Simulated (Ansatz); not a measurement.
HGa, charge -1, doublet, geometry from GFN2-xTB (such geometries of metal compounds can be far from the true shape) (a state made from the parent by changing its charge; the spin is typed, not shown lowest) (a gas-phase anion, which may not be bound at this level), atoms displaced at random by about 0.02 Å a coordinate. Base run: PBE/pcseg-1 run with Ansatz (a quantum-chemistry and plane-wave program).

Ansatz was given this input:
Ansatz 0.2 input:
```yaml
crystal:
  periodic: [false, false, false]
  atoms:
    - {symbol: Ga, position_ang: [-0.01679970, -0.00800162, -0.01797053]}
    - {symbol: H, position_ang: [0.01289273, -0.02949293, 1.22547521]}
basis:
  gaussian:
    orbitals: pcseg-1.json
hamiltonian:
  xc: pbe
total_charge: -1
magnetization: {spin_polarized: true, initial_magnetization: 1}
relax: {}
```
The basis file holds pcseg-1 in the JSON format of the Basis Set Exchange.

The base run was repeated with changes; each row names its change, and settings that it needs were set with it.

```
change                          ΔE vs base (µEh)  optimiser steps
------------------------------  ----------------  ---------------
base                                         0.0                6
relax = max_displacement: 0.5                0.0                6
relax = f_tol: 0.05                          0.0                6
relax = escape_saddle: false                 0.0                6
relax = f_tol: 0.002                         0.0                7
relax = max_displacement: 0.02               0.0               14
relax = f_tol: 0.0005                        0.0                8
```

A gas-phase anion may not be bound at this level; its values then depend on the basis.
